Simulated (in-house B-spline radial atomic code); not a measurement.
# LDA exchange-only excitations of Br⁷⁺

Method: LDA exchange-only. Computed with a B-spline radial code for spherical atoms: linear response of the closed shell [Ar] 3d10 with the functional's adiabatic kernel; scalar-relativistic (spin-free one-electron X2C), finite nucleus, no spin-orbit coupling, no double excitations, S, P, D and F terms only. Only terms of natural parity with L up to 3 were computed.

Command:
```bash
python run_td.py task.json out
```
Settings (radii: box in bohr, nucleus in fm):
```
Z                        35
electrons                28
configuration            [Ar] 3d10
hamiltonian              x2c
method                   lda,
box_radius               12.81
rms_radius               4.1629
intervals                70
```

Time taken, with all properties: 0.5 s on 1 thread of AMD EPYC 9R45 96-Core Processor (Zen 5) (shared host).

The lowest states, in the order of their Tamm-Dancoff energies; the method's threshold (minus the highest occupied level) is 173.95 eV. Labels give the largest channel, * marks a mixed state, and oscillator strengths are full-response dipole values. Semilocal kernels can invert the small singlet-triplet splittings of Rydberg terms. Energies in eV:

| state | full response | Tamm-Dancoff | oscillator strength |
| --- | --- | --- | --- |
| 3d → 4s 3D | 63.52 | 63.53 | - |
| 3d → 4s 1D | 64.42 | 64.43 | - |
| 3d → 4p 3P | 80.36 | 80.38 | - |
| 3d → 4p 3F | 80.76 | 80.77 | - |
| 3d → 4p 1F | 81.44 | 81.44 | - |
| 3d → 4p 1P | 82.69 | 82.78 | 0.554 |
| 3d → 4d 3S | 105.55 | 105.60 | - |
| 3d → 4d 3D | 107.05 | 107.06 | - |
| 3d → 4d 1D | 107.99 | 108.01 | - |
| 3d → 4d 1S | 114.32 | 115.21 | - |
| 3d → 5s 3D | 119.69 | 119.69 | - |
| 3d → 5s 1D | 119.93 | 119.93 | - |
| 3d → 5p 3P | 126.03 | 126.04 | - |
| 3d → 5p 3F | ? | ? | - |
| 3d → 5p 1F | 126.36 | 126.36 | - |
| 3d → 5p 1P | 126.68 | 126.71 | 0.0443 |
| 3d → 4f 3P | 128.24 | 128.25 | - |
| 3d → 4f 3F | 128.58 | 128.58 | - |
| 3d → 4f 1F | 128.80 | 128.80 | - |
| 3d → 4f 1P | 129.81 | 129.88 | 1.1 |
| 3d → 5d 3S | ? | ? | - |
| 3d → 5d 3D | 136.29 | 136.29 | - |

Question: Where does 3d → 5p 3F lie?

Answer: At 126.15 eV in full response, 126.15 eV in Tamm-Dancoff.

Question: Where does 3d → 5d 3S lie?

Answer: At 135.81 eV in full response, 135.83 eV in Tamm-Dancoff.

Question: How large is the singlet-triplet splitting of 3d → 4s (D terms) in Tamm-Dancoff?

Answer: 0.899 eV, from the unrounded values.

Question: What polarisabilities and dispersion coefficient does the method give?

Answer: Dipole 0.2862 bohr³, quadrupole 0.2295 bohr⁵, C6 0.3744 hartree·bohr⁶ for two such species.
